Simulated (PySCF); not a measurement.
C2H7AlClN. Atoms are numbered in the order given.

```xyz
12

Al     0.8531     0.3785     0.0000
H      2.4222     0.3848     0.0000
Cl    -0.2528     2.1817     0.0000
N     -0.0592    -1.1466     0.0000
C     -1.5070    -1.2487     0.0000
C      0.6016    -2.4389     0.0000
H     -1.8767    -1.7944    -0.8908
H     -1.8767    -1.7944     0.8908
H     -1.9689    -0.2504     0.0000
H      0.3288    -3.0394     0.8908
H      0.3288    -3.0394    -0.8908
H      1.6975    -2.3234     0.0000
```

Coordinates come from a B3LYP-D3(BJ)/def2-SVP optimisation. The structure was generated by enumeration; whether it is a known compound was not checked. One conformer was computed; it need not be the lowest.

All values below come from CAM-B3LYP/def2-TZVP run with PySCF.

ESP charges are fitted to the potential on shells at 1.4 to 2.0 van der Waals radii. Atomic charges (e):

| atom | ESP fit | IAO |
|---|---|---|
| Al1 | 0.63 | 0.90 |
| H2 | -0.20 | -0.21 |
| Cl3 | -0.29 | -0.37 |
| N4 | -0.06 | -0.53 |
| C5 | -0.50 | -0.28 |
| C6 | -0.43 | -0.28 |
| H7 | 0.15 | 0.12 |
| H8 | 0.15 | 0.12 |
| H9 | 0.15 | 0.14 |
| H10 | 0.14 | 0.12 |
| H11 | 0.14 | 0.12 |
| H12 | 0.13 | 0.14 |
